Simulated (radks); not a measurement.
Results of a calculation; reference values are marked as such.
The mean radii <r> (bohr) of the occupied orbitals of an atom or ion are listed with their occupations. Level of theory: non-relativistic Kohn-Sham, LDA (Slater exchange, VWN5 correlation), spin-polarised, spherical densities, point nucleus (a radial shooting solver on a logarithmic mesh with Libxc functionals).

orbital  occ.      <r>
1s up       1  0.05492
1s down     1  0.05492
2s up       1   0.2489
2s down     1   0.2487
2p up       3   0.2170
2p down     3   0.2168
3s up       1   0.7507
3s down     1   0.7523
3p up       3   0.7824
3p down     3   0.7853
3d up       5   0.9894
3d down     3    1.025
4s up       1    2.792
4s down     1    2.862

Name the element and its charge. Open shells, if any, are filled with parallel spins first.

Answer. Z = 28, nickel, charge 0: Ni in [Ar] 3d8 4s2. The 1s radius gives Z: for a bare nucleus <r> = 1.5/Z, 0.05357 bohr for Z = 28, and screening makes it slightly larger (0.05492 here). The occupations add up to 28, and the charge is Z minus that.
